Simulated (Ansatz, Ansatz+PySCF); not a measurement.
| atom | x (Å) | y (Å) | z (Å) |
| --- | --- | --- | --- |
| H | 0.1289 | -0.0118 | 0.1474 |
| C | 0.9185 | -0.1737 | -0.5620 |
| C | 2.2125 | -0.4534 | -0.6894 |
| N | 3.3580 | -0.6976 | -0.9278 |

Basis set: def2-SVP (spherical functions). Frozen core: 3 orbitals. Charge 0, multiplicity 3.

Computed with Ansatz (development build ahead of 0.2.0); each method stands on the lowest determinant of its kind that the runs found.

Task: Give the atomization energy at this shape (free ground-state atoms in the same class of orbitals less the molecule, no zero-point energy) of triplet C2HN by UHF-MP2, UHF.

Result:

| method | atomization energy |
| --- | --- |
| UHF-MP2 | 16.33 eV |
| UHF | 12.25 eV |

Caution: the unrestricted determinant is spin contaminated. Caution for UHF-MP2: MP2 forces lie far from those of the mean fields.
